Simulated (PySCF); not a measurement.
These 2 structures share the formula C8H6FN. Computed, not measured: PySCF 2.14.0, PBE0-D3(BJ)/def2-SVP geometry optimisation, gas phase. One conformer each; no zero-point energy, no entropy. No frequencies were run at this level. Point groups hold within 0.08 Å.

Question: Rank from lowest to highest electronic energy at this level (kcal/mol).
A. `[N:1]#[C:2][CH2:3][c:4]1[cH:5][cH:6][cH:7][c:8]([F:9])[cH:10]1` with C2–C3–C4–C5 86°
B. `[N:1]#[C:2][CH2:3][c:4]1[cH:5][cH:6][cH:7][cH:8][c:9]1[F:10]` with C2–C3–C4–C5 2°

Answer: B (0.0), A (1.7).

Neighbours under 2.5 kcal/mol apart (N#CCc1ccccc1F and N#CCc1cccc(F)c1) can change places with a better method, another conformer or zero-point energy.

| SMILES | E (Eh) | E rel (kcal/mol) | dipole (D) | point group | A, B, C (MHz) |
| --- | --- | --- | --- | --- | --- |
| N#CCc1ccccc1F | -462.19238 | 0.0 | 3.31 | – | 2332, 1024, 714.8 |
| N#CCc1cccc(F)c1 | -462.18964 | 1.7 | 3.68 | C1 | 2613, 815.8, 690.8 |

Question: How do the relative energies change in single points at B97-2/pcSseg-1 (no added dispersion term) on the same geometries?

Answer: 
```
         SMILES  PBE0-D3(BJ)/def2-SVP (kcal/mol)  B97-2/pcSseg-1 (kcal/mol)  shift
  N#CCc1ccccc1F                              0.0                        0.0    0.0
N#CCc1cccc(F)c1                              1.7                        0.8   -0.9
```

Each column counts from its own lowest isomer. The order is unchanged; the largest shift is 0.9 kcal/mol.
